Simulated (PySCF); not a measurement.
Zn(Br)(OMe) (CH3BrOZn), SMILES [Br][Zn][O]C.

Coordinates come from a PBE-D3(BJ)/def2-SVP optimisation. The structure was generated by enumeration; whether it is a known compound was not checked. The values are those of a single conformer.

Level of theory: C-PCM-B3LYP/def2-SVP in PySCF.

The values are the electrostatic part of the solvation free energy, E(continuum) − E(gas) at the gas-phase geometry, in a cavity of scaled van der Waals radii (PySCF's table); cavitation and dispersion terms are not included. A continuum can't describe solvent molecules that bind to the metal. In vacuum the orbital gap is 5.55 eV. The dipole moment in vacuum is 1.38 D.

```tsv
solvent	ε	ΔG(elec) (kcal/mol)	dipole (D)	gap (eV)
water	78.36	[?]	[?]	[?]
ethylethanoate	5.99	-14.0	1.79	5.91
diethylether	4.24	-12.7	1.74	5.87
```

Problem. What belongs in the gaps? (The exact figures need the calculation; the answer reports its results.)

Solution. 
- water, ΔG(elec) (kcal/mol): -17.3
- water, dipole (D): 1.89
- water, gap (eV): 5.99
